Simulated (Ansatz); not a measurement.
Molecular dynamics of CH₄BCl₂FO

Input:

```yaml
crystal:
  periodic: [false, false, false]
  atoms:
    - { symbol: B, position_ang: [0.028478, -0.316391, -0.14804] }
    - { symbol: Cl, position_ang: [0.180709, -0.066367, 2.352918] }
    - { symbol: Cl, position_ang: [1.200594, 0.786938, -0.823242] }
    - { symbol: F, position_ang: [-1.236934, -0.231546, -0.436067] }
    - { symbol: O, position_ang: [0.488983, -1.625842, 0.271196] }
    - { symbol: C, position_ang: [-0.363127, -2.778396, 0.139864] }
    - { symbol: H, position_ang: [0.230451, -3.636958, 0.431873] }
    - { symbol: H, position_ang: [-1.22707, -2.662676, 0.787155] }
    - { symbol: H, position_ang: [-0.667002, -2.863288, -0.89746] }
    - { symbol: H, position_ang: [0.604618, -1.307872, 1.313807] }
basis:
  gaussian: { orbitals: def2-SVP }
hamiltonian:
  xc: hf
md:
  timestep: 0.5
  n_steps: 200
  ensemble: nve
  temperature: 300.0
  initial_velocities: maxwell_boltzmann
  seed: 2473
```

Run as:

```bash
$ ansatz run input.yaml --threads 2 --pin off --max-ram 3072MiB --backend cpu --events-out ev --progress --plain --runs-dir out
```

It starts at the highest image of a converged band. Of that band: The profile has 2 maxima (images 1, 4) with wells between them (image 2): this band takes more than one step, which may be the mechanism or a detour left from its start path. Neighbouring images differ by up to 1.4 eV, so the band resolves the path poorly. A vibrational analysis at the climbing image gives one clearly imaginary mode, 900i cm⁻¹: a first-order saddle point.

Output, in part (one step line in 7, the closing report, with atoms numbered from 0):

```
md step     0: t =     0.00 fs  T =   300.0 K  F+E_penalty+E_count = -31505.72166122 eV  E_kin = 0.310224 eV  conserved = -31505.41143722 eV  (36 SCF iters)
md step     7: t =     3.50 fs  T =   203.7 K  F+E_penalty+E_count = -31505.62087115 eV  E_kin = 0.210611 eV  conserved = -31505.41025995 eV  (38 SCF iters)
md step    14: t =     7.00 fs  T =   158.9 K  F+E_penalty+E_count = -31505.57417557 eV  E_kin = 0.164302 eV  conserved = -31505.40987379 eV  (38 SCF iters)
md step    21: t =    10.50 fs  T =   233.1 K  F+E_penalty+E_count = -31505.65198038 eV  E_kin = 0.241009 eV  conserved = -31505.41097186 eV  (38 SCF iters)
md step    28: t =    14.00 fs  T =   330.4 K  F+E_penalty+E_count = -31505.75209341 eV  E_kin = 0.341610 eV  conserved = -31505.41048343 eV  (37 SCF iters)
md step    35: t =    17.50 fs  T =   496.4 K  F+E_penalty+E_count = -31505.92322946 eV  E_kin = 0.513332 eV  conserved = -31505.40989697 eV  (37 SCF iters)
md step    42: t =    21.00 fs  T =   955.9 K  F+E_penalty+E_count = -31506.40146708 eV  E_kin = 0.988498 eV  conserved = -31505.41296943 eV  (37 SCF iters)
md step    49: t =    24.50 fs  T =  1016.8 K  F+E_penalty+E_count = -31506.46198809 eV  E_kin = 1.051415 eV  conserved = -31505.41057297 eV  (37 SCF iters)
md step    56: t =    28.00 fs  T =  1198.7 K  F+E_penalty+E_count = -31506.65039845 eV  E_kin = 1.239510 eV  conserved = -31505.41088811 eV  (36 SCF iters)
md step    63: t =    31.50 fs  T =  1293.0 K  F+E_penalty+E_count = -31506.74948933 eV  E_kin = 1.337073 eV  conserved = -31505.41241627 eV  (37 SCF iters)
md step    70: t =    35.00 fs  T =  1131.2 K  F+E_penalty+E_count = -31506.58006096 eV  E_kin = 1.169721 eV  conserved = -31505.41034022 eV  (39 SCF iters)
md step    77: t =    38.50 fs  T =  1277.6 K  F+E_penalty+E_count = -31506.73271715 eV  E_kin = 1.321180 eV  conserved = -31505.41153743 eV  (37 SCF iters)
md step    84: t =    42.00 fs  T =  1381.6 K  F+E_penalty+E_count = -31506.84084804 eV  E_kin = 1.428702 eV  conserved = -31505.41214572 eV  (37 SCF iters)
md step    91: t =    45.50 fs  T =  1301.4 K  F+E_penalty+E_count = -31506.75614155 eV  E_kin = 1.345737 eV  conserved = -31505.41040459 eV  (38 SCF iters)
md step    98: t =    49.00 fs  T =  1443.7 K  F+E_penalty+E_count = -31506.90517279 eV  E_kin = 1.492927 eV  conserved = -31505.41224608 eV  (37 SCF iters)
md step   105: t =    52.50 fs  T =  1415.3 K  F+E_penalty+E_count = -31506.87527441 eV  E_kin = 1.463515 eV  conserved = -31505.41175896 eV  (38 SCF iters)
md step   112: t =    56.00 fs  T =  1187.8 K  F+E_penalty+E_count = -31506.63836364 eV  E_kin = 1.228290 eV  conserved = -31505.41007349 eV  (38 SCF iters)
md step   119: t =    59.50 fs  T =  1244.3 K  F+E_penalty+E_count = -31506.69928033 eV  E_kin = 1.286739 eV  conserved = -31505.41254103 eV  (37 SCF iters)
md step   126: t =    63.00 fs  T =  1230.3 K  F+E_penalty+E_count = -31506.68348625 eV  E_kin = 1.272279 eV  conserved = -31505.41120724 eV  (37 SCF iters)
md step   133: t =    66.50 fs  T =  1214.4 K  F+E_penalty+E_count = -31506.66593052 eV  E_kin = 1.255798 eV  conserved = -31505.41013212 eV  (38 SCF iters)
md step   140: t =    70.00 fs  T =  1364.8 K  F+E_penalty+E_count = -31506.82436645 eV  E_kin = 1.411342 eV  conserved = -31505.41302494 eV  (38 SCF iters)
md step   147: t =    73.50 fs  T =  1241.5 K  F+E_penalty+E_count = -31506.69478050 eV  E_kin = 1.283800 eV  conserved = -31505.41098087 eV  (36 SCF iters)
md step   154: t =    77.00 fs  T =  1100.0 K  F+E_penalty+E_count = -31506.54723084 eV  E_kin = 1.137450 eV  conserved = -31505.40978111 eV  (38 SCF iters)
md step   161: t =    80.50 fs  T =  1218.1 K  F+E_penalty+E_count = -31506.67246195 eV  E_kin = 1.259572 eV  conserved = -31505.41289008 eV  (38 SCF iters)
md step   168: t =    84.00 fs  T =  1123.6 K  F+E_penalty+E_count = -31506.57246556 eV  E_kin = 1.161853 eV  conserved = -31505.41061252 eV  (37 SCF iters)
md step   175: t =    87.50 fs  T =  1080.4 K  F+E_penalty+E_count = -31506.52700375 eV  E_kin = 1.117210 eV  conserved = -31505.40979371 eV  (39 SCF iters)
md step   182: t =    91.00 fs  T =  1259.0 K  F+E_penalty+E_count = -31506.71453593 eV  E_kin = 1.301945 eV  conserved = -31505.41259139 eV  (37 SCF iters)
md step   189: t =    94.50 fs  T =  1200.3 K  F+E_penalty+E_count = -31506.65168161 eV  E_kin = 1.241256 eV  conserved = -31505.41042549 eV  (38 SCF iters)
md step   196: t =    98.00 fs  T =  1107.7 K  F+E_penalty+E_count = -31506.55538367 eV  E_kin = 1.145402 eV  conserved = -31505.40998149 eV  (39 SCF iters)
md step   200: t =   100.00 fs  T =  1087.8 K  F+E_penalty+E_count = -31506.53547238 eV  E_kin = 1.124848 eV  conserved = -31505.41062481 eV  (39 SCF iters)
Total energy: -31506.53547238 eV, -1157.8438227131 hartree
Atom 0 at    -0.096202    -0.628141    -0.982127 Å, force     1.877500     0.492475    -0.454337 eV/Å
Atom 1 at     0.397460     0.099927     3.458697 Å, force    -1.649098     1.545197    -1.642646 eV/Å
Atom 2 at     1.142738     0.714301    -0.829019 Å, force    -0.885429    -0.810610    -0.183944 eV/Å
Atom 3 at    -1.339642    -0.230312    -1.119067 Å, force     0.267733    -0.542961     0.196323 eV/Å
Atom 4 at     0.346357    -1.909371    -0.934086 Å, force    -1.966642     1.027159     1.335423 eV/Å
Atom 5 at    -0.308144    -2.636467     0.136859 Å, force     0.928714    -0.822446    -0.557895 eV/Å
Atom 6 at     0.340356    -2.631267     1.008760 Å, force     0.118515     0.082467     0.009466 eV/Å
Atom 7 at    -1.258536    -2.211044     0.428469 Å, force    -0.291570     0.176782    -0.241440 eV/Å
Atom 8 at    -0.445838    -3.679054    -0.171464 Å, force    -0.045427     0.399899    -0.063736 eV/Å
Atom 9 at    -0.401613     0.885802     2.667904 Å, force     1.645704    -1.547963     1.602786 eV/Å
Dipole moment:    -0.416228    -0.268226     0.159429 e Å
```

All steps were run. The conserved energy stayed within 0.3 meV per atom of its start (net change 0.081 meV per atom), so the integration is sound. The kinetic energy rose, since the run started high on the potential surface and went downhill. It ends in pieces (CH3BClFO + ClH), so much of that is their flight and rotation, not heat. A run of 0.1 ps of so small a system gives no equilibrium averages. The orbitals stay closed-shell, which can raise the energy where a bond breaks towards radicals; this wasn't checked here.

Between its relaxed ends the band would form Cl2–H10 and break B1–Cl2, O5–H10. These pairs go: Cl2–H10 1.67 → 1.37 Å, B1–Cl2 2.52 → 4.53 Å, O5–H10 1.10 → 4.62 Å. In the last frame they stand as after the step (other bonds may differ from the relaxed reactants and products). It ends as CH3BClFO + ClH. Pairs count as bonded within 1.25 times the sum of covalent radii (0.12 Å more for H–H).

Last frame:

```xyz
10
Properties=species:S:1:pos:R:3
B -0.096 -0.628 -0.982
Cl 0.398 0.100 3.459
Cl 1.143 0.714 -0.829
F -1.340 -0.230 -1.119
O 0.346 -1.909 -0.934
C -0.308 -2.636 0.137
H 0.340 -2.631 1.009
H -1.258 -2.211 0.428
H -0.446 -3.679 -0.172
H -0.402 0.886 2.668
```

Run time: 4.3 min on 2 threads of Arm Neoverse V2, on a shared host, peak memory 0.25 GiB.
